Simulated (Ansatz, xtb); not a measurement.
**F3HOSi2: where a starting geometry ends**

The starting geometry of this gas-phase singlet was built from a drawn formula by distance geometry; its bonds are those of `F[Si-]1(F)(F)O[SiH+]1`.

```xyz
7

F    -2.1340    2.0951    2.1576
F     0.1598    2.5588    1.0894
F    -1.5923    1.5576   -0.5163
O    -1.2744    0.0000    1.2972
Si   -1.1092    1.5409    1.0412
Si    0.3406   -0.0898    1.6024
H     1.4913   -0.9179    2.0007
```

**Question.** Predict what becomes of its bonds when it is optimised with r2SCAN-D4/def2-SVP.

**Answer.** A bond breaks, leaving `F[Si](F)(F)O[SiH]`. Contacts that open: Si5–Si6 (2.25 → 3.16 Å).

The energy falls by 3.47 eV over 13 steps:

```csv
step,E − E(last) (eV)
1,3.469
2,2.225
4,1.053
5,0.537
6,0.138
8,0.008
9,0.001
10,0.000
12,0.000
13,0.000
```

Final geometry (Å):

```xyz
7

F    -2.3502    1.9775    2.0531
F    -0.2723    3.0070    0.9153
F    -1.8732    1.5063   -0.4479
O    -0.3519    0.3887    1.3932
Si   -1.1995    1.7089    0.9829
Si    1.1874   -0.1918    1.7882
H     0.7416   -1.6519    1.9874
```

From the same start GFN2-xTB reaches the same bonding as this run.

No frequencies were run, so the end isn't proven a minimum. Run with Ansatz 0.2.0, 62 s on 1 thread of Intel(R) Xeon(R) Processor @ 2.70GHz, on a shared host.
